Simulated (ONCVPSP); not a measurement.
## Reading a pseudo-wave (boron (B))

Columns: radius, all-electron u(r) and pseudo u(r) of the 2p shell (level -3.61 eV) of boron in the configuration [He] 2s2 2p1; PBE, scalar-relativistic, ONCV scheme, ONCVPSP 4.0.1.

| r (bohr) | all-electron | pseudo |
| --- | --- | --- |
| 0.192 | 0.0815 | 0.0253 |
| 0.385 | 0.2218 | 0.0972 |
| 0.578 | 0.3531 | 0.2033 |
| 0.770 | 0.4568 | 0.3257 |
| 0.962 | 0.5342 | 0.4463 |
| 1.155 | 0.5868 | 0.5500 |
| 1.348 | 0.6164 | 0.6252 |
| 1.540 | 0.6270 | 0.6676 |
| 1.732 | 0.6232 | 0.6792 |
| 1.925 | 0.6087 | 0.6659 |
| 2.118 | 0.5865 | 0.6355 |
| 2.310 | 0.5596 | 0.5959 |
| 2.502 | 0.5295 | 0.5532 |
| 2.695 | 0.4978 | 0.5112 |
| 2.888 | 0.4656 | 0.4720 |
| 3.080 | 0.4338 | 0.4364 |
| 3.272 | 0.4029 | 0.4037 |
| 3.465 | 0.3731 | 0.3733 |
| 3.658 | 0.3448 | 0.3448 |
| 3.850 | 0.3182 | 0.3182 |
| 4.043 | 0.2930 | 0.2930 |
| 4.235 | 0.2696 | 0.2697 |
| 4.428 | 0.2477 | 0.2477 |
| 4.620 | 0.2274 | 0.2274 |
| 4.812 | 0.2086 | 0.2086 |
| 5.005 | 0.1910 | 0.1910 |

(1) How many radial nodes do the two functions have?

(2) At about which radius was the pseudo-wave matched?

(3) Is the pseudo-wave norm-conserving?

## Answers

(1) The all-electron 2p function has n − l − 1 = 0; the pseudo-wave has 0.

(2) 3.85 bohr. The columns agree to 0.0005 from 3.46 bohr on; several derivatives are matched, so the curves merge somewhat inside the radius.

(3) Yes: the ONCV scheme keeps the norm inside the radius equal to the all-electron one, which fixes the energy derivative of the logarithmic derivative at the level.
